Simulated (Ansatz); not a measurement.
Start from `[BH2][GaH][CH3]` and change one atom or group to get `[BH2][GaH][CH2][SiH2]F`.

Ansatz, PBE0-D4/def2-TZVP geometries, multiplicity 1. Each molecule was computed in one conformer, which needn't be the lowest.

Scalar relativity is left out up to krypton.

```json
{"property": "HOMO energy (ωB97M-V/def2-TZVPP) / eV", "`[BH2][GaH][CH3]`": "-9.44"}
{"property": "HOMO energy (PBE0/def2-TZVPP) / eV", "`[BH2][GaH][CH3]`": "-7.28"}
{"property": "HOMO–LUMO gap (B3LYP/def2-TZVPP) / eV", "`[BH2][GaH][CH3]`": "4.77"}
{"property": "size of the dipole moment (PBE/def2-TZVPP) / D", "`[BH2][GaH][CH3]`": "0.66"}
{"property": "HOMO energy (PBE/def2-TZVPP) / eV", "`[BH2][GaH][CH3]`": "-6.14"}
{"property": "HOMO–LUMO gap (ωB97M-V/def2-TZVPP) / eV", "`[BH2][GaH][CH3]`": "9.24"}
```

What does the change do to each property? (Best estimate.)

Computed: 
| property | `[BH2][GaH][CH2][SiH2]F` | shift |
| --- | --- | --- |
| HOMO energy (ωB97M-V/def2-TZVPP) / eV | -9.32 | 0.12 |
| HOMO energy (PBE0/def2-TZVPP) / eV | -7.18 | 0.10 |
| HOMO–LUMO gap (B3LYP/def2-TZVPP) / eV | 5.35 | 0.58 |
| size of the dipole moment (PBE/def2-TZVPP) / D | 1.74 | 1.08 |
| HOMO energy (PBE/def2-TZVPP) / eV | -6.06 | 0.08 |
| HOMO–LUMO gap (ωB97M-V/def2-TZVPP) / eV | 9.62 | 0.38 |

With PBE0 the HOMO rises by 0.10 eV and the LUMO rises by 0.75 eV, so the gap widens by about 0.65 eV. PBE moves the HOMO by 0.08 eV and ωB97M-V by 0.12 eV. Dipoles are sizes alone; their direction can turn.

B3LYP here is the variant with VWN-RPA as its local correlation; programs differ in this.
